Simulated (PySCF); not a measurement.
# Peak assignment

Atoms are numbered as in `[N:1]#[C:2][CH2:3]/[CH:4]=[CH:5]\[CH2:6][SiH2:7][SiH3:8]`; H(Xn) means a hydrogen on atom n.

- geometry: GFN2-xTB
- PBE0/pcSseg-1 with gauge-including orbitals
- code: PySCF
- no relativistic terms, averaged over atoms made equivalent by symmetry, fast rotation or ring inversion, no solvent, one computed conformer

Scale: TMS for ¹³C and ¹H (reference shieldings calculated alike).

**Question.** Assign these signals to the numbered atoms. ¹³C{¹H} NMR (computed): δ 143.0 (CH), 124.3 (CH), 121.4 (C), 15.4 (CH2), 14.2 (CH2).

**Answer.** 
| δ (ppm) | atoms | environment | reason |
| --- | --- | --- | --- |
| 143.0 | C5 | alkene CH | the olefinic region |
| 124.3 | C4 | alkene CH | – |
| 121.4 | C2 | nitrile carbon | C≡N carbons fall here, among the sp2 signals but without a proton |
| 15.4 | C3 | allylic sp3 CH2 | a saturated carbon with 2 carbon neighbours and no heteroatom attached |
| 14.2 | C6 | allylic sp3 CH2 bonded to Si | – |

C3 and C6 lie closer than the usual error of such a calculation, so a measured spectrum could show them in the other order.

**Question.** Assign these signals to the numbered atoms. ¹H NMR (500 MHz, computed): δ 6.17 (m, 1H), 5.66 (m, 1H), 3.96 (m, 2H), 3.45 (t, 3H), 2.93 (d, 2H), 2.06 (m, 2H).

**Answer.** 
| δ (ppm) | atoms | environment | reason |
| --- | --- | --- | --- |
| 6.17 | H(C5) | hydrogen on an alkene CH | attached to an sp2 carbon and in the plane of the double bond |
| 5.66 | H(C4) | hydrogen on an alkene CH | – |
| 3.96 | H(Si7) | hydrogen on a silicon bonded to C, Si | – |
| 3.45 | H(Si8) | hydrogen on a silicon bonded to Si | – |
| 2.93 | H(C3) | hydrogen on an allylic sp3 CH2 | allylic position |
| 2.06 | H(C6) | hydrogen on an allylic sp3 CH2 bonded to Si | allylic position |

Shifts are as computed. Against solution values, carbons near 30 ppm lie about +3 ppm off and those near 130 ppm about +5 ppm. Of 1211 compounds with measured shifts, 218 miss one by over three times the rms of a fit or turn the order of signals round; such compounds aren't used in these exercises. Multiplicities follow the n + 1 count of equivalent neighbours, as no J values were calculated; m marks all less simple cases, F and P coupling included.
